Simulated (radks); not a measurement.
The numbers below are computed, except where a source is named.
Sm59+, 3 electrons, occupied as [He] 2s1 (the NIST ground configuration). Code: a radial shooting solver on a logarithmic mesh with Libxc functionals. Model: Dirac Kohn-Sham, BLYP, spin-unpolarised, spherical densities, finite nucleus; Fermi nuclear charge, rms radius 5.0819 fm.

Unscreened Slater integrals over Kohn-Sham orbitals (hartree). Large and small components are both included. Empty in this configuration: 2p1/2.

integral,value
"F0(2s1/2,2s1/2)",9.9099
"F0(2s1/2,1s1/2)",14.132
"G0(2s1/2,1s1/2)",1.6327
"F0(2s1/2,2p1/2)",10.719
"G1(2s1/2,2p1/2)",5.6168
"F0(1s1/2,1s1/2)",41.801
"F0(1s1/2,2p1/2)",16.495
"G1(1s1/2,2p1/2)",3.0868
"F0(2p1/2,2p1/2)",12.075
